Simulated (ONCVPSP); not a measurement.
# Transferability test, ONCV potential for tantalum

Ta (Z = 73), optimised norm-conserving Vanderbilt (ONCV), made with ONCVPSP 4.0.1 (PBE, scalar-relativistic). Core [Xe] 4f14, reference 5d3 6s1.5 (charge +0.5). Waves: 6s: rc 2.40 bohr, ncon 4, nbas 8, qcut 2.3 1/bohr, 2 projectors, debl 2 Ha; p scattering state at 0.1 Ha: rc 2.80 bohr, ncon 5, nbas 9, qcut 3.4 1/bohr, 2 projectors, debl 3.2 Ha; 5d: rc 2.70 bohr, ncon 4, nbas 8, qcut 7 1/bohr, 3 projectors, debl 0.7 Ha; f scattering state at 0.04 Ha: rc 2.40 bohr, ncon 4, nbas 9, qcut 4.6 1/bohr, 1 projector. Local part: polynomial inside 1.95 bohr (lpopt 2, dvloc0 1 Ha). Core correction: polynomial model core, fcfact 0.6.

In the p channel the program set the typed energies aside and used 0.050, 3.250 Ha.

Energies are relative to the spin-unpolarised reference configuration 5d3 6s1.5; without spin polarisation the order of configurations can differ from experiment.

```csv
valence configuration,charge,ΔE all-electron (eV),error AE − PS (meV)
5d3 6s1,+1,5.007,-3.8
5d3 6s0,+2,19.979,-31
5d3.5 6s1.5,0,-2.473,-6.9
```

(1) What are ΔE and the potential's error for 5d3 6s2?

Levels in the configuration 5d3.5 6s1.5:

```tsv
level	all-electron (eV)	pseudo (eV)
5d	-3.080	-3.061
6s	-5.185	-5.196
```

Note: no bound ghost flagged; GHOST(+) flagged for s at 60.2 eV, p at 107.0 eV.

Answers

(1) ΔE = -3.461 eV all-electron; the error (AE − PS) is -0.3 meV.
